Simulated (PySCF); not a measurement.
One of the candidates below gave these computed data.

* Polarisability: 103.4 au [CAM-B3LYP/def2-SVPD]
* Dipole: 2.34 D [CAM-B3LYP/def2-SVPD]
* 13C NMR: chemical shifts (computed TMS as zero) by class: 328.5 (1 C), 54.8 (1 C) ppm [GIAO PBE0/pcSseg-1]
* NMR, other nuclei: isotropic shieldings of nuclei other than C and H, by class: 419 (1 Si), 460 (1 Si), -926 (1 S) ppm [GIAO PBE0/pcSseg-1]
* Triplet: lowest triplet excitation (Tamm–Dancoff): 1.63 eV [TDA CAM-B3LYP/def2-SVPD]
* Rotational structure: rotational constants A, B, C: 3.504, 1.299, 1.175 GHz [GFN2-xTB]
* 1H NMR: chemical shifts (computed TMS as zero) by class: 4.75 (2 H), 3.61 (3 H), 3.49 (3 H) ppm [GIAO PBE0/pcSseg-1]
* UV, strongest line: among the 8 lowest singlet transitions: S2 at 5.28 eV (235 nm, f = 0.183) [TDDFT CAM-B3LYP/def2-SVPD]

Gas-phase values; electronic properties from PySCF, density fitting. Levels stand in brackets. The structure is a single GFN2-xTB conformer in the gas phase; no vibrational or solvent corrections. Each NMR value is the plain mean over a class of atoms that symmetry, rotation or inversion makes alike.

**Question.** Which candidate is it?
A. `[SiH3]CC[SiH2]S[SiH3]`
B. `SC1[SiH2]C[SiH2]1`
C. `C[SiH2]N[Si@@H](N)S`
D. `CC(=S)[SiH2][SiH3]`

**Answer.** D. It is `CC(=S)[SiH2][SiH3]`. Numbering: `[CH3:1][C:2](=[S:3])[SiH2:4][SiH3:5]`. Its formula, C2H8SSi2, gives 1 degree of unsaturation: 0 rings and 1 π bond in the structure found. 2 carbons fall into 2 classes; from least to most shielded: thiocarbonyl carbon [C2] (328.5 ppm), methyl carbon [C1] (54.8 ppm). Hydrogen classes from least to most shielded: 2 H on an SiH2 silicon, Si4 (4.75 ppm, a mean of values up to 0.7 ppm apart in this geometry), 3 H on a methyl carbon, C1 (3.61 ppm), 3 H on an SiH3 silicon, Si5 (3.49 ppm). The other shieldings belong to: 419 ppm, SiH2 silicon [Si4]; 460 ppm, SiH3 silicon [Si5]; -926 ppm, thiocarbonyl sulfur [S3]. The optimised geometry has point group C1 and is an asymmetric top.

The others, at the same levels:
- `SC1[SiH2]C[SiH2]1` fails: its computed lowest triplet excitation (Tamm–Dancoff) is 4.59 eV (against 1.63 eV), strongest line among the 8 lowest singlet transitions is S8 at 6.91 eV (179 nm, f = 0.028) (against S2 at 5.28 eV) and static isotropic polarisability is 95.6 au (against 103.4 au).
- `[SiH3]CC[SiH2]S[SiH3]` fails: it has 12 hydrogens where the 1H data count 8; its computed 13C shifts are 10.9 (1 C), 3.2 (1 C) ppm, 1H shifts are 4.87 (2 H), 4.55 (3 H), 3.87 (3 H), 0.84 (2 H), 0.78 (2 H) ppm and rotational constant A is 2.068 GHz (against 3.504 GHz).
- `C[SiH2]N[Si@@H](N)S` fails: it has 10 hydrogens where the 1H data count 8; its computed 13C shifts are 1.6 (1 C) ppm, 1H shifts are 5.71 (1 H), 5.22 (1 H), 4.66 (1 H), 0.75 (1 H), 0.75 (2 H), 0.53 (3 H), 0.15 (1 H) ppm and rotational constant A is 2.341 GHz (against 3.504 GHz).

Each candidate is one conformer, not necessarily the lowest. The conformers computed, where there is a choice (atom-mapped SMILES and torsion angles):
- `[CH3:1][C:2](=[S:3])[SiH2:4][SiH3:5]`: C1–C2–Si4–Si5 -94°
- `[SH:1][CH:2]1[SiH2:3][CH2:4][SiH2:5]1`: H–S1–C2–Si3 -55°
- `[SiH3:1][CH2:2][CH2:3][SiH2:4][S:5][SiH3:6]`: Si1–C2–C3–Si4 175°, C2–C3–Si4–S5 -54°, C3–Si4–S5–Si6 -55°
- `[CH3:1][SiH2:2][NH:3][Si@@H:4]([NH2:5])[SH:6]`: C1–Si2–N3–Si4 -65°, Si2–N3–Si4–N5 -57°, H–N5–Si4–N3 155°, H–N5–Si4–N3 -60°, H–S6–Si4–N3 42°
